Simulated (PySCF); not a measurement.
Gas-phase reaction: GeO₂ + 3 Cl + H₂ ⇌ GeCl₃ + H₂O₂, at 600 K and a standard pressure of 1 bar. Level: ωB97X-V/def2-TZVP†.

Method: PySCF energies plus ideal-gas RRHO corrections (1 bar). S°(298 K) at PBE0/def2-TZVP differs from the NASA 1993 table for H₂O₂ (-8 J/mol/K); whether the harmonic model or the table's entry is off was not settled. † marks an energy on the PBE0/def2-TZVP geometry and frequencies. Open shells (unrestricted): Cl (multiplicity 2, electronic degeneracy 6), GeCl₃ (multiplicity 2); the rest are closed-shell singlets. Spin-orbit splitting is ignored; it lowers the true energy and changes the entropy of Cl. Ge: all electrons, no relativistic terms. No R ln 2 is added for the mirror-image form of H₂O₂. GeO₂, GeCl₃: computed as isolated molecules; such fragments, hydroxides, amides, oligomers or adducts are transient or little studied in the gas. The harmonic model lacks anharmonicity and excited electronic states, which grow with temperature; levels with a mode under 35 cm⁻¹ are left out. Internal rotation in H₂O₂ is treated as a harmonic vibration of one conformer, which makes the entropy rough.

| species | E (Ha) | H(600 K) − E (kJ/mol) | S°(600 K) (J/mol/K) |
|---|---|---|---|
| GeO₂ | -2227.22268 | 42.1 | 280.6 |
| Cl | -460.07935 | 12.5 | 182.8 |
| H₂ | -1.17235 | 43.9 | 150.8 |
| GeCl₃ | -3457.34662 | 51.2 | 391.1 |
| H₂O₂ | -151.56117 | 96.1 | 259.8 |
E: electronic energy; H − E holds the zero-point and thermal terms. 1 Ha = 2625.5 kJ/mol.

Q: Work out ΔH°, ΔS°, ΔG° and log10 K from these numbers.

A: 1. ΔE = 1×(-3457.34662) + 1×(-151.56117) − 1×(-2227.22268) − 3×(-460.07935) − 1×(-1.17235) = -0.27471 Ha = -721.3 kJ.
2. Δ(H − E) = 1×(51.2) + 1×(96.1) − 1×(42.1) − 3×(12.5) − 1×(43.9) = 23.8 kJ, so ΔH° = -697.5 kJ.
3. ΔS° = 1×(391.1) + 1×(259.8) − 1×(280.6) − 3×(182.8) − 1×(150.8) = -328.9 J/K; the number of gas molecules changes by -3.
4. ΔG° = ΔH° − TΔS° = -697.5 − 600×(-328.9)/1000 = -500.2 kJ.
5. log10 K = −ΔG°/(RT ln 10) = 43.53, with RT ln 10 = 11.49 kJ/mol; at standard pressures the products are favoured.
6. A shift of 10 kJ in ΔE would move log10 K by 0.87 here.
For scale, ΔH°(298 K) is -692 kJ at this level, -706 kJ at ωB97M-V/def2-TZVP†, and runs from -843 to -515 kJ over the 19 levels computed.
